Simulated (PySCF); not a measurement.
Polarisability and C₆ of Ru²⁺ (ruthenium, charge +2)

[Kr] 4d6, high-spin 5D determinant. All numbers are calculated (PySCF 2.14, scalar relativity by spin-free X2C-1e, in ANO-RCC-VTZP (7s6p4d2f1g, 68 functions)). Coupled (time-dependent) response in atomic units; α is the mean over directions. The basis has no added diffuse functions, which lowers α and C₆.

```csv
method,mean α (bohr³),"α xx, yy, zz",C₆ (like pair),S(−4)
BLYP,9.557,"10.63, 10.63, 7.419",47.12,96.05
```

S(−4) is the Cauchy moment in α(ω) = α(0) + S(−4) ω² + …

Spin-orbit coupling is absent.

α(iu) at BLYP:

| u (hartree) | α(iu) (bohr³) |
| --- | --- |
| 0 | 9.557 |
| 0.0500 | 9.335 |
| 0.100 | 8.822 |
| 0.200 | 7.721 |
| 0.300 | 6.840 |
| 0.500 | 5.565 |
| 0.750 | 4.478 |
| 1.00 | 3.680 |
| 1.50 | 2.561 |
| 2.00 | 1.841 |
| 3.00 | 1.049 |
| 5.00 | 0.4577 |

A single London oscillator, α(iu) = α/(1 + u²/ω²), gives C₆ = (3/4) ω α². Matching the computed C₆ needs ω = 4 × 47.12 / (3 × 9.557²) = 0.688 hartree.

For an ion, C₆ is the dispersion term alone; charge-induced terms of lower order in 1/R come first.

The components differ because the open shell of this determinant is not spherical; for a pure term their mean is the scalar polarisability.
